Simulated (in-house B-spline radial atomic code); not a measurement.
Results of a calculation; reference values are marked as such.
**Correlation energy from the adiabatic connection: ω²r²/2 − Z/r, ω = 0.0146, Z = 1**

Two electrons in a singlet, external potential ω²r²/2 − Z/r, ω = 0.0146, Z = 1 (atomic units). Full CI in B-splines (partial waves to l = 8, correlation up to 0.6 % small) with the density held fixed gives W(λ) = <V_ee>_λ − U, and E_c is the integral of W(λ) − W(0) from 0 to 1.

| λ | W(λ) − W(0) (hartree) |
| --- | --- |
| 0 | 0.00000 |
| 0.02 | -0.00240 |
| 0.05 | -0.00587 |
| 0.12 | -0.01343 |
| 0.25 | -0.02570 |
| 0.4 | -0.03750 |
| 0.6 | -0.05027 |
| 0.8 | -0.06054 |
| 1 | -0.06896 |

Q: Integrate the table by the trapezoid rule.

A: The strips give -0.00002, -0.00012, -0.00068, -0.00254, -0.00474, -0.00878, -0.01108, -0.01295, which sum to -0.04091 hartree. The direct value, W(1) − W(0) + T_c with T_c = 0.02788, is -0.04108; the curve is convex, so chords lie above it and the trapezoids fall short in size by 0.40 %.

Q: Now use only three numbers: W(0) = -0.38789, the initial slope W'(0) = -0.1216 (extrapolated from the first points) and the strong-coupling limit of the point-charge-plus-continuum model, W∞ = -0.56422. What do second-order theory and the interpolation W(λ) = W∞ + (W(0) − W∞)/√(1 + 2χλ) of Seidl, Perdew and Levy give?

A: Second order keeps the slope alone: E_c = W'(0)/2 = -0.06080, +48 % in size against -0.04108. Matching the slope fixes χ = W'(0)/(W∞ − W(0)) = -0.1216/(-0.17633) = 0.68962. Integrating, with s = √(1 + 2χ) = 1.542476, E_c = −(W(0) − W∞)(s − 1)/(s + 1) = −0.17633 × 0.542476/2.542476 = -0.03762 hartree, -8.4 % in size against the full result. At λ = 1 the formula gives W − W(0) = -0.06201 against -0.06896. Part of the miss can come from the model's W∞.
